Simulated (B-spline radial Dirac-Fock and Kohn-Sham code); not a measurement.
The computed values come from a radial finite-basis atomic code: ΔSCF Dirac-Fock with Breit, self-energy and vacuum polarisation, finite nucleus, configuration average. Free neutral atoms up to Cf, the lines Kα1, Kβ1, Lα1, Lβ1, Lβ2, Lγ1, Lℓ and Mα1 where both subshells are closed (so no Lα of most 3d metals and no Mα of most lanthanides); Na, Y were not searched.

Question: Zr Lβ1 is computed at 2126.1 eV. Which of the searched lines of other elements lie within 53 eV and could overlap it in an energy-dispersive spectrum?

Answer: Au Mα1 at 2125.0 eV (-1); Tc Lℓ at 2130.6 eV (+4); Nb Lα1 at 2167.4 eV (+41).
